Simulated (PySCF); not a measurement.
CH₄OZn (SMILES [CH3][Zn][OH]), singlet, geometry from GFN2-xTB (such geometries of metal compounds can be far from the true shape); B3LYP/def2-SVP in PySCF.

Input for PySCF:
```python
from pyscf import gto, scf, dft

mol = gto.M(
    atom='''
Zn   -0.01725634    0.01469602    0.17610893
C    -0.16999058    1.58529776   -1.03868649
H    -0.89438198    2.31293583   -0.69757834
H    -0.47857034    1.23277719   -2.01677520
H     0.78322230    2.08823604   -1.14561464
O     0.23277667   -1.66790958    0.45013089
H     0.26515014   -2.24333970    1.20777220
''',
    basis='def2-svp',
    verbose=4,
)

mf = dft.RKS(mol)
mf.xc = 'b3lyp'
mf.kernel()
mf.analyze()
```

It wrote (shortened):

```
PySCF version 2.14.0

[INPUT] verbose = 4
[INPUT] num. atoms = 7
[INPUT] num. electrons = 48
[INPUT] charge = 0
[INPUT] spin (= nelec alpha-beta = 2S) = 0
[INPUT] symmetry False subgroup None
[INPUT] Mole.unit = angstrom
[INPUT] Symbol           X                Y                Z      unit          X                Y                Z       unit  Magmom
[...]
nuclear repulsion = 171.680075178514
number of shells = 35
number of NR pGTOs = 149
number of NR cGTOs = 79
basis = def2-svp
ecp = {}

******** <class 'pyscf.dft.rks.RKS'> ********
method = RKS
initial guess = minao
damping factor = 0
level_shift factor = 0
DIIS = <class 'pyscf.scf.diis.CDIIS'>
diis_start_cycle = 1
diis_space = 8
diis_damp = 0
SCF conv_tol = 1e-09
SCF conv_tol_grad = None
SCF max_cycles = 50
direct_scf = True
direct_scf_tol = 1e-13
XC library pyscf.dft.libxc version 7.1.2
    S. Lehtola, C. Steigemann, M. J. T. Oliveira, and M. A. L. Marques,  SoftwareX 7, 1–5 (2018)
XC functionals = b3lyp
    P. J. Stephens, F. J. Devlin, C. F. Chabalowski, and M. J. Frisch,  J. Phys. Chem. 98, 11623 (1994)
radial grids:
    Treutler-Ahlrichs [JCP 102, 346 (1995); DOI:10.1063/1.469408] (M4) radial grids

becke partition: Becke, JCP 88, 2547 (1988); DOI:10.1063/1.454033
pruning grids: <function nwchem_prune>
grids dens level: 3
symmetrized grids: False
atomic radii adjust function: <function treutler_atomic_radii_adjust>
small_rho_cutoff = 0
Set gradient conv threshold to 3.16228e-05
Initial guess from minao.
tot grids = 88072
init E= -1894.4654622824
[...]
cycle= 1 E= -1894.63501275295  delta_E= -0.17  |g|= 1.02  |ddm|= 2.65
[...]
cycle= 2 E= -1893.62708985357  delta_E= 1.01  |g|= 2.36  |ddm|= 2.46
[...]
cycle= 3 E= -1894.80890289673  delta_E= -1.18  |g|= 0.318  |ddm|= 1.94
[...]
cycle= 4 E= -1894.82901156631  delta_E= -0.0201  |g|= 0.179  |ddm|= 0.432
[...]
cycle= 5 E= -1894.8356821712  delta_E= -0.00667  |g|= 0.0241  |ddm|= 0.145
[...]
cycle= 6 E= -1894.83576898303  delta_E= -8.68e-05  |g|= 0.0131  |ddm|= 0.0282
[...]
cycle= 7 E= -1894.83579563334  delta_E= -2.67e-05  |g|= 0.00187  |ddm|= 0.00908
[...]
cycle= 8 E= -1894.83579652281  delta_E= -8.89e-07  |g|= 0.000191  |ddm|= 0.00207
[...]
cycle= 9 E= -1894.83579652976  delta_E= -6.95e-09  |g|= 4.5e-05  |ddm|= 0.000218
[...]
cycle= 10 E= -1894.83579653024  delta_E= -4.76e-10  |g|= 8.06e-06  |ddm|= 6.05e-05
[...]
Extra cycle  E= -1894.83579653023  delta_E= 6.82e-12  |g|= 1.14e-05  |ddm|= 2.06e-05
converged SCF energy = -1894.83579653023
**** SCF Summaries ****
Total Energy =                       -1894.835796530231619
Nuclear Repulsion Energy =             171.680075178514414
One-electron Energy =                -2981.965426743273838
Two-electron Energy =                  915.449555034527748
Two-electron Coulomb Energy =         1002.196661404998508
DFT Exchange-Correlation Energy =      -86.747106370470789
HOMO-LUMO gap [eV] =                     6.480710232165051
**** MO energy ****
[...]
 ** Mulliken pop on meta-lowdin orthogonal AOs  **
 ** Mulliken pop  **
 ** Mulliken atomic charges  **
charge of    0Zn =      1.09855
charge of    1C =     -0.73074
charge of    2H =      0.09919
charge of    3H =      0.10042
charge of    4H =      0.09952
charge of    5O =     -0.97653
charge of    6H =      0.30959
Dipole moment(X, Y, Z, Debye): -0.26463,  0.79066,  1.65160
```
